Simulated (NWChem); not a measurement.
A series in which one site is exchanged, each optimised at PBE0/def2-SVP with NWChem, gas phase unless a solvent is named. This build's default masses of Se (78.918 u) and Br (79.917 u) are each other's, which moves their modes by up to 0.6 %.

A: [ZnH2] (ZnH2; site = H)
B: [F][ZnH] (ZnHF; site = F)
C: [Cl][ZnH] (ZnHCl; site = Cl)
D: [Br][ZnH] (ZnHBr; site = Br)

Values for A:

```
Quantity                                            Value
--------------------------------------------------  -----
dipole (D), PBE0/def2-SVP                            0.00
orbital gap (eV), PBE0/def2-SVP                      8.92
highest harmonic frequency (cm⁻¹), PBE0/def2-SVP     1856
static polarisability, PBE/def2-SVPD (bohr³)         29.9
lowest singlet excitation, PBE/def2-SVPD, TDA (eV)   5.53
```

Task: How do these values change for the other members?

Result: 
```
change from A                                           B      C      D
--------------------------------------------------  -----  -----  -----
dipole (D), PBE0/def2-SVP                           +2.01  +1.90  +1.78
orbital gap (eV), PBE0/def2-SVP                     +0.27  -0.63  -1.13
highest harmonic frequency (cm⁻¹), PBE0/def2-SVP      +95    +65    +57
static polarisability, PBE/def2-SVPD (bohr³)         -4.1  +11.1  +20.1
lowest singlet excitation, PBE/def2-SVPD, TDA (eV)  +1.44  +0.68  +0.20
```
